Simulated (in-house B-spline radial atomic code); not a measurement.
RPA and G0W0 for Al⁺, [Ne] 3s2, as one setting changes: the radius of a hard wall (bohr). Start: PBE. A dash marks a level of low quasi-particle weight. Computed with an all-electron radial atomic-structure program (B-spline basis): all electrons, non-relativistic, point nucleus, each spin shell either full or empty, empty states to l = 9 with an (l + 1/2)⁻⁴ tail; G0W0 by contour deformation at full frequency.

```csv
radius of a hard wall (bohr),mean-field level (eV),G0W0 level (eV),RPA correlation (Eh)
2,44.96,3s 35.66,-0.83771
2.5,11.404,3s 3.939,-0.78431
3,-2.175,3s -8.590,-0.75748
3.5,-8.383,3s -14.120,-0.74111
4,-11.450,3s -16.722,-0.73044
5,-13.873,3s -18.575,-0.7188
6,?,?,?
8,?,?,?
12,-14.785,3s -18.973,-0.71216
```

**Question.** What belongs in the row for 6?

**Answer.** mean-field level (eV): -14.549; G0W0 level (eV): 3s -18.958; RPA correlation (Eh): -0.71423.

**Question.** What belongs in the row for 8?

**Answer.** mean-field level (eV): -14.773; G0W0 level (eV): 3s -18.988; RPA correlation (Eh): -0.71232.
